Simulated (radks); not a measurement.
Results of a calculation; reference values are marked as such.
Species: Be+. Configuration: [He] 2p1 (not the ground configuration). Code: a radial shooting solver on a logarithmic mesh with Libxc functionals. Model: scalar-relativistic Kohn-Sham, r2SCAN, spin-polarised, spherical densities, finite nucleus; open shells are filled with parallel spins first; meta-GGA in the generalised Kohn-Sham scheme; Fermi nuclear charge, rms radius 2.519 fm.

Unscreened Slater integrals over Kohn-Sham orbitals (eV). They are taken over the spin-up orbitals.

integral,value
"F0(2p,2p)",10.268
"F2(2p,2p)",4.8588
"F0(2p,1s)",14.284
"G1(2p,1s)",1.2000
"F0(1s,1s)",61.499

Derived for the open shells (J is the average intra-shell exchange parameter used in DFT+U). 2p: J = F2/5 = 0.9718 eV.
